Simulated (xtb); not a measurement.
H$_{4}$Ge (SMILES [GeH4]), singlet, from a rough starting geometry.

Here is a job for xtb.
```
$ xtb mol.xyz --gfn 2 --opt vtight --json

# file mol.xyz
5

Ge     0.01268887     0.00579787    -0.00076195
H     -0.63662806    -0.84464988    -1.07516603
H      0.57176833    -0.85836645     1.10813276
H     -1.09148536     0.89826983     0.52582253
H      1.07579214     0.83223258    -0.60015649
```

Q: What is the computed dipole moment (xtb with GFN2-xTB)?

A: 0.00 D

Q: What total energy at the end of the optimisation does GFN2-xTB give?

A: -3.9479 Eh

Q: Estimate the HOMO-LUMO gap that GFN2-xTB returns for this input.

A: 8.62 eV
